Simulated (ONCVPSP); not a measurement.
# An all-electron radial function and its pseudo partner (Ti (Z = 22))

Columns: radius, all-electron u(r) and pseudo u(r) of the 3s shell (level -69.92 eV) of titanium in the configuration [Ne] 3s2 3p6 3d2 4s1; PBE, scalar-relativistic, ONCV scheme, ONCVPSP 4.0.1.

```tsv
r (bohr)	all-electron	pseudo
0.130	-0.2888	0.1651
0.260	-0.5399	0.3470
0.390	-0.0479	0.5476
0.520	0.5180	0.7484
0.650	0.9025	0.9172
0.780	1.0820	1.0234
0.910	1.1069	1.0516
1.040	1.0374	1.0067
1.170	0.9208	0.9094
1.300	0.7883	0.7857
1.430	0.6579	0.6577
1.560	0.5391	0.5391
1.690	0.4357	0.4357
1.820	0.3485	0.3484
1.950	0.2764	0.2764
2.080	0.2178	0.2178
2.210	0.1708	0.1707
2.340	0.1333	0.1333
2.470	0.1036	0.1036
2.600	0.0803	0.0803
2.730	0.0621	0.0621
2.860	0.0479	0.0479
2.990	0.0369	0.0369
3.120	0.0284	0.0284
3.250	0.0218	0.0218
3.380	0.0167	0.0167
```

Q: How many radial nodes do the two functions have?

A: The all-electron 3s function has n − l − 1 = 2 (the table is too coarse to show those close to the nucleus); the pseudo-wave has 0, since the states of the same l below it are removed with the core.

Q: At about which radius was the pseudo-wave matched?

A: 1.60 bohr. The columns agree to 0.0005 from 1.43 bohr on; several derivatives are matched, so the curves merge somewhat inside the radius.

Q: Is the pseudo-wave norm-conserving?

A: Yes: the ONCV scheme keeps the norm inside the radius equal to the all-electron one, which fixes the energy derivative of the logarithmic derivative at the level.
